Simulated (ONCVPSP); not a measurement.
# Configuration tests for phosphorus (ONCV)

* Element: phosphorus (P)
* Generator: ONCVPSP 4.0.1
* Type: optimised norm-conserving Vanderbilt (ONCV)
* Functional: LDA (Perdew-Wang 92)
* Relativity: scalar-relativistic
* Frozen core: [Ne]
* Valence charge: 5
* Reference configuration: 3s1.75 3p3.25
* Partial waves: 3s: rc 1.58 bohr, ncon 4, nbas 7, qcut 5.9 1/bohr, 3 projectors, debl 2.3 Ha; 3p: rc 1.58 bohr, ncon 4, nbas 8, qcut 6.8 1/bohr, local; d scattering state at 0.04 Ha: rc 1.88 bohr, ncon 3, nbas 7, qcut 5.6 1/bohr, 2 projectors, debl 3.4 Ha
* Local potential: the p channel
* Core correction: Teter function, fcfact 4.5, rcfact 1.55

Energies are relative to the spin-unpolarised reference configuration 3s1.75 3p3.25; without spin polarisation the order of configurations can differ from experiment.

**Question.** Give the all-electron excitation energy and the error of the potential for: 3s2 3p3; 3s2 3p2; 3s2 3p1; 3s2 3p0.

**Answer.**

```json
{"valence configuration": "3s2 3p3", "charge": "0", "ΔE all-electron (eV)": "-2.110", "error AE − PS (meV)": "+0.1"}
{"valence configuration": "3s2 3p2", "charge": "+1", "ΔE all-electron (eV)": "7.705", "error AE − PS (meV)": "+0.1"}
{"valence configuration": "3s2 3p1", "charge": "+2", "ΔE all-electron (eV)": "26.949", "error AE − PS (meV)": "-1.0"}
{"valence configuration": "3s2 3p0", "charge": "+3", "ΔE all-electron (eV)": "56.838", "error AE − PS (meV)": "-15"}
```

Note: ghosts flagged at negative energy: s at -101.4 eV; no localised positive-energy state flagged. A true bound ghost makes a file unfit for plane-wave use.
